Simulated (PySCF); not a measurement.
# How methods differ on the ionisation energy of Mo³⁰⁺

Mo³⁰⁺ [Ne] 3s2 (1S) → Mo³¹⁺ [Ne] 3s1 (2S), as a difference of total energies. Calculation: PySCF 2.14, in an even-tempered Gaussian basis (18 s from 4.4 bohr⁻², ratio 2.5; 11 p from 5.7 bohr⁻², ratio 2.5; 4 d from 22 bohr⁻², ratio 2.7; 4 f from 32 bohr⁻², ratio 2.7); the spin-free X2C one-electron Hamiltonian (Gaussian nucleus). Correlated levels: outer shells: 1s2 frozen; virtual orbitals above 40 to 60 times the deepest correlated orbital energy dropped. The calculations carry no spin-orbit coupling.

| method | ionisation energy (eV) |
| --- | --- |
| UHF | 1724.0 |
| MP2 (outer shells) | 1727.1 |
| SCS-MP2 (outer shells) | 1727.5 |
| CCSD (outer shells) | 1727.8 |
| CCSD(T) (outer shells) | 1727.9 |

Problem. How much does correlation contribute at CCSD(T) (outer shells)?

Solution. 1727.9 − (1724.0) = 3.9 eV, measured against UHF.

Breit and QED terms and the two-electron picture change are absent.

For comparison: 1730.1 ± 2.5 eV (semi-empirical (NIST evaluation); NIST Atomic Spectra Database, ionization energies).
